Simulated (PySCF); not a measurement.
TDDFT excited states: C8H10O2

Compound: 2-methoxybenzyl alcohol, C8H10O2.
Numbering: `[CH3:1][O:2][c:3]1[cH:4][cH:5][cH:6][cH:7][c:8]1[CH2:9][OH:10]` (hydrogens: H11, H12, H13 on C1; H14 on C4; H15 on C5; H16 on C6; H17 on C7; H18, H19 on C9; H20 on O10)

Cartesian coordinates in Å at the PBE0-D3(BJ)/def2-SVP level; atoms count from 1:
```
atom  x, y, z in Å
C1    -1.8585   -0.8395    0.8020
O2    -1.0654    0.2392    0.3865
C3     0.2398    0.0188    0.0738
C4     0.8390   -1.2406    0.0938
C5     2.1892   -1.3656   -0.2423
C6     2.9332   -0.2477   -0.5984
C7     2.3176    1.0060   -0.6183
C8     0.9763    1.1647   -0.2835
C9     0.2990    2.5128   -0.2708
O10   -0.8382    2.5824   -1.0840
H11   -2.8529   -0.4328    1.0254
H12   -1.4525   -1.3129    1.7124
H13   -1.9539   -1.6053    0.0127
H14    0.2683   -2.1280    0.3683
H15    2.6538   -2.3544   -0.2252
H16    3.9875   -0.3465   -0.8649
H17    2.8939    1.8909   -0.9030
H18    1.0077    3.2725   -0.6343
H19    0.0617    2.7763    0.7816
H20   -1.4330    1.8944   -0.7600
```

The calculation used TDDFT CAM-B3LYP/def2-SVPD, vertical, gas phase, core orbitals frozen in the response in PySCF 2.14.0, density-fitted response routines.

What does the calculation give for the low-lying excited states?

```
state  E (eV)  λ (nm)       f  main configurations (H = HOMO, L = LUMO)
   S1    5.22   237.6   0.030      H→L (65%), H-1→L+1 (18%), H→L+1 (9%)
   S2    5.87   211.1   0.055       H→L+1 (59%), H-1→L (23%), H→L (13%)
   S3    6.47   191.6  0.0050                               H→L+2 (74%)
   S4    6.76   183.5   0.124                  H-2→L (62%), H-1→L (17%)
   S5    6.77   183.0   0.091   H→L+3 (49%), H-1→L+1 (16%), H-2→L (11%)
   S6    6.86   180.8   0.595     H-1→L (38%), H→L+1 (18%), H-2→L (15%)
   S7    6.94   178.7   0.335     H-1→L+1 (47%), H→L+3 (28%), H→L (10%)
   S8    7.05   175.8   0.028                 H→L+4 (74%), H-1→L+2 (9%)
   S9    7.26   170.8  0.0010              H-1→L+2 (51%), H-1→L+4 (20%)
  S10    7.28   170.4  0.0011                             H-2→L+1 (82%)
```

Triplets, Tamm–Dancoff:

| state | E (eV) | λ (nm) | main configurations (H = HOMO, L = LUMO) |
| --- | --- | --- | --- |
| T1 | 3.97 | 312.2 | H→L+1 (34%), H→L (27%), H-1→L (24%) |
| T2 | 4.43 | 280.2 | H→L (61%), H→L+1 (31%) |
| T3 | 4.71 | 263.0 | H-1→L (60%), H→L+1 (24%) |
| T4 | 5.36 | 231.5 | H-1→L+1 (78%), H-1→L (9%) |

The lowest singlet comes at 238 nm (503 kJ/mol) in the ultraviolet; it is weak; its leading configuration is HOMO→LUMO (65%). The most intense listed level is S6 at 6.86 eV (181 nm, f = 0.595), 1.64 eV above S1. Löwdin shares by element: HOMO carbon 48% or more, oxygen 17% or more (atoms not listed hold the other 34%); LUMO carbon 65% or more (atoms not listed hold the other 35%). Of the 10 states listed, 7 reach f = 0.01 and none stays under 0.0005. Weighted by f, the mean energy of these states is 6.78 eV. Orbital energies (eV): HOMO-3 -10.57, HOMO-2 -9.19, HOMO-1 -8.58, HOMO -7.86, LUMO 0.65, LUMO+1 0.98, LUMO+2 1.15. The vertical ionisation energy (ΔSCF) is 8.48 eV, 1.20 eV above S10. Singlets were solved by full linear response, triplets in the Tamm–Dancoff approximation.

On an Arm Neoverse V1 with one thread (shared host), this took 5.3 min of wall time.

One conformer stands for the species.
